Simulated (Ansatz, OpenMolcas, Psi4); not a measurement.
# How methods differ on C2H5ClSi (SMILES ClC1C[SiH2]1)

C2H5ClSi: 9 atoms, total charge 0, spin state singlet. As SMILES, `ClC1C[SiH2]1`. The coordinates come from a PBE0-D4/def2-TZVP relaxation.

```xyz
9

Cl   -0.6102   -0.4166   -2.2543
C    -0.4426    0.3735   -0.6899
C     0.9304    0.3051   -0.0143
Si   -0.4175   -0.5751    0.9039
H    -0.8996    1.3566   -0.7145
H     1.6593   -0.3223   -0.5182
H     1.3457    1.2489    0.3241
H    -0.4528   -2.0481    0.8387
H    -1.0239    0.0318    2.1073
```

Each level gives the HOMO–LUMO gap (eV). The values are calculated.

```csv
level,kind,program,value (eV)
HF/def2-SVP,Hartree–Fock,OpenMolcas,13.20
BP86/def2-SVP (density fitting),GGA,Psi4,5.04
B3LYP/def2-SVP,global hybrid,OpenMolcas,6.69
BHLYP/def2-SVP,global hybrid,OpenMolcas,9.16
PBE0/def2-SVP,global hybrid,OpenMolcas,7.13
CAM-B3LYP/def2-SVP,range-separated hybrid,Ansatz,9.54
HSE06/def2-SVP,range-separated hybrid,Ansatz,6.35
B2PLYP/def2-SVP,double hybrid,OpenMolcas,9.39
```

The values span 5.04 to 13.20 eV. Orbital gaps aren't excitation energies, and those of double hybrids come from the SCF part alone; they tend to grow with the share of exact exchange.
